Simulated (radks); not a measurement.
Au2+, 77 electrons, occupied as [Kr] 4d10 4f14 5s2 5p5 5d9 6p1 (not the ground configuration).

All-electron calculation, Dirac Kohn-Sham, BP86, spin-unpolarised, spherical densities, point nucleus; open shells are shared between the two j in proportion to 2j + 1. Program: a radial shooting solver on a logarithmic mesh with Libxc functionals.

Energy parts (eV):
| part | energy |
|---|---|
| total | -518284.44 |
| kinetic | 595678.86 |
| electron-nucleus | -1303443.26 |
| Hartree | 199455.38 |
| exchange-correlation | -9975.42 |

Orbitals (lengths in bohr, moments of r in powers of bohr; r(max) is where P^2 peaks; r(90%) holds 90 % of the orbital's charge):
[
 {"orbital": "1s1/2", "occ.": "2", "eigenvalue (eV)": "-80697.44", "<r>": "0.01686", "r(90%)": "0.0308", "r(max)": "0.01041", "<r^2>": "0.0003930"},
 {"orbital": "2s1/2", "occ.": "2", "eigenvalue (eV)": "-14251.20", "<r>": "0.07044", "r(90%)": "0.110", "r(max)": "0.06036", "<r^2>": "0.005934"},
 {"orbital": "2p1/2", "occ.": "2", "eigenvalue (eV)": "-13665.83", "<r>": "0.05797", "r(90%)": "0.0967", "r(max)": "0.04445", "<r^2>": "0.004201"},
 {"orbital": "2p3/2", "occ.": "4", "eigenvalue (eV)": "-11829.19", "<r>": "0.06653", "r(90%)": "0.108", "r(max)": "0.05183", "<r^2>": "0.005389"},
 {"orbital": "3s1/2", "occ.": "2", "eigenvalue (eV)": "-3386.498", "<r>": "0.1832", "r(90%)": "0.270", "r(max)": "0.1699", "<r^2>": "0.03855"},
 {"orbital": "3p1/2", "occ.": "2", "eigenvalue (eV)": "-3123.605", "<r>": "0.1736", "r(90%)": "0.261", "r(max)": "0.1586", "<r^2>": "0.03516"},
 {"orbital": "3p3/2", "occ.": "4", "eigenvalue (eV)": "-2718.332", "<r>": "0.1892", "r(90%)": "0.283", "r(max)": "0.1735", "<r^2>": "0.04158"},
 {"orbital": "3d3/2", "occ.": "4", "eigenvalue (eV)": "-2282.470", "<r>": "0.1648", "r(90%)": "0.256", "r(max)": "0.1352", "<r^2>": "0.03189"},
 {"orbital": "3d5/2", "occ.": "6", "eigenvalue (eV)": "-2195.398", "<r>": "0.1696", "r(90%)": "0.263", "r(max)": "0.1393", "<r^2>": "0.03364"},
 {"orbital": "4s1/2", "occ.": "2", "eigenvalue (eV)": "-758.6907", "<r>": "0.4068", "r(90%)": "0.584", "r(max)": "0.3831", "<r^2>": "0.1870"},
 {"orbital": "4p1/2", "occ.": "2", "eigenvalue (eV)": "-646.6129", "<r>": "0.4093", "r(90%)": "0.595", "r(max)": "0.3814", "<r^2>": "0.1908"},
 {"orbital": "4p3/2", "occ.": "4", "eigenvalue (eV)": "-549.4144", "<r>": "0.4433", "r(90%)": "0.643", "r(max)": "0.4122", "<r^2>": "0.2235"},
 {"orbital": "4d3/2", "occ.": "4", "eigenvalue (eV)": "-366.2225", "<r>": "0.4518", "r(90%)": "0.675", "r(max)": "0.4052", "<r^2>": "0.2361"},
 {"orbital": "4d5/2", "occ.": "6", "eigenvalue (eV)": "-348.1226", "<r>": "0.4629", "r(90%)": "0.691", "r(max)": "0.4147", "<r^2>": "0.2477"},
 {"orbital": "4f5/2", "occ.": "6", "eigenvalue (eV)": "-113.2264", "<r>": "0.4940", "r(90%)": "0.793", "r(max)": "0.3732", "<r^2>": "0.2955"},
 {"orbital": "4f7/2", "occ.": "8", "eigenvalue (eV)": "-109.4045", "<r>": "0.5009", "r(90%)": "0.804", "r(max)": "0.3777", "<r^2>": "0.3038"},
 {"orbital": "5s1/2", "occ.": "2", "eigenvalue (eV)": "-137.2099", "<r>": "0.9216", "r(90%)": "1.32", "r(max)": "0.8466", "<r^2>": "0.9524"},
 {"orbital": "5p1/2", "occ.": "1.66667", "eigenvalue (eV)": "-100.5422", "<r>": "0.9926", "r(90%)": "1.43", "r(max)": "0.8935", "<r^2>": "1.112"},
 {"orbital": "5p3/2", "occ.": "3.33333", "eigenvalue (eV)": "-83.5408", "<r>": "1.086", "r(90%)": "1.57", "r(max)": "0.9716", "<r^2>": "1.330"},
 {"orbital": "5d3/2", "occ.": "3.6", "eigenvalue (eV)": "-33.7934", "<r>": "1.407", "r(90%)": "2.13", "r(max)": "1.159", "<r^2>": "2.299"},
 {"orbital": "5d5/2", "occ.": "5.4", "eigenvalue (eV)": "-31.9124", "<r>": "1.454", "r(90%)": "2.21", "r(max)": "1.193", "<r^2>": "2.456"},
 {"orbital": "6p1/2", "occ.": "0.333333", "eigenvalue (eV)": "-18.0295", "<r>": "2.765", "r(90%)": "4.02", "r(max)": "2.418", "<r^2>": "8.599"},
 {"orbital": "6p3/2", "occ.": "0.666667", "eigenvalue (eV)": "-16.1766", "<r>": "3.012", "r(90%)": "4.36", "r(max)": "2.654", "<r^2>": "10.18"}
]

The highest occupied level is 6p3/2 at -16.177 eV. Summed over all electrons, <r^2> = 48.36 bohr^2, which gives a Langevin (diamagnetic) susceptibility term of -38.3 x 10^-6 cm^3/mol.
